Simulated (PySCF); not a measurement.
Computed shifts of a molecule C₃H₈O₂Si, PBE0/pcSseg-1 run with PySCF, GIAO, gas phase, atoms alike by connectivity averaged where their shifts nearly agree, in ppm (number of nuclei): ¹³C: 218.8 (1), 36.9 (1), 34.9 (1). ²⁹Si: -19.9 (1). ¹H: 5.20 (2), 3.95 (1), 2.57 (3), 2.39 (1), 2.25 (1). References: ¹³C against TMS (σ = 186.3 ppm); ¹⁷O against H2O (σ = 334.2 ppm); ²⁹Si against TMS (σ = 352.7 ppm); ¹H against TMS (σ = 31.56 ppm), references at their B3LYP-D3(BJ)/def2-TZVP geometries, non-relativistic. Coordinates come from a PBE0-D3(BJ)/def2-SVP optimisation. Other conformers were not sampled.

Q: Which molecule gave these data?
A. OC[Si@H]1CCO1
B. CC(=O)C[SiH2]O
C. COCC(=O)[SiH3]
D. O[C@H]1CO[SiH2]C1

A: B, CC(=O)C[SiH2]O
